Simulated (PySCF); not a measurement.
Precursor series Zn NH2-H. Isolated molecules, 0 K electronic values unless said otherwise. One relaxed conformer stands for each flexible species; it need not be the lowest.

The LUMO from two functionals at the same geometries (PBE-D3(BJ)/def2-SVP), both in PySCF: PBE-D3(BJ)/def2-TZVP and TPSSh-D3(BJ)/def2-TZVP. 

```tsv
species	PBE-D3(BJ)/def2-TZVP (eV)	TPSSh-D3(BJ)/def2-TZVP (eV)
0 of 2 NH2 replaced by H ([Zn(NH2)2])	-1.22	-0.74
1 of 2 NH2 replaced by H ([Zn(NH2)(H)])	-1.00	-0.54
2 of 2 NH2 replaced by H ([Zn(H)2])	-1.40	-0.94
```

Over these rows, drawn at random from the members with no instability flagged (it was tested for open shells, ions and some series alone), PBE minus TPSSh-D3(BJ): mean -0.47 eV, from -0.48 eV to -0.46 eV.
